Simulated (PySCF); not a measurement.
## Converging In₂ in the basis (CCSD(T))

PySCF, UHF reference; triplet, unpaired electrons σ ↑, π ↑; De to In + In without counterpoise correction. Frozen cores follow the default of each basis and core potential.

```csv
basis,relativity,functions,Re (Å),ωe (cm⁻¹),De (eV),frozen orbitals
cc-pVDZ-PP,scalar-relativistic core potentials,46,3.080,116,1.06,8
def2-SVP,scalar-relativistic core potentials,52,3.055,120,1.07,8
def2-TZVPP,scalar-relativistic core potentials,100,3.009,118,1.17,8
```

Problem. How does each smaller set differ from the one with most functions, def2-TZVPP?

Solution. cc-pVDZ-PP: +7.1 pm, -1.7 % in ωe, -0.11 eV in De; def2-SVP: +4.6 pm, +1.7 % in ωe, -0.10 eV in De. All at CCSD(T); the set with most functions is neither the basis-set limit nor always the best.

Correlated steps freeze 8 core orbitals. Correlated levels converge slowly with the basis: in double zeta they bind strong bonds too weakly, by up to about 1 eV, and carry superposition errors of some tenths. Spin–orbit coupling is left out, which matters for elements this heavy, above all for dissociation energies. The state was picked by a PBE0 search and need not be the measured ground state.
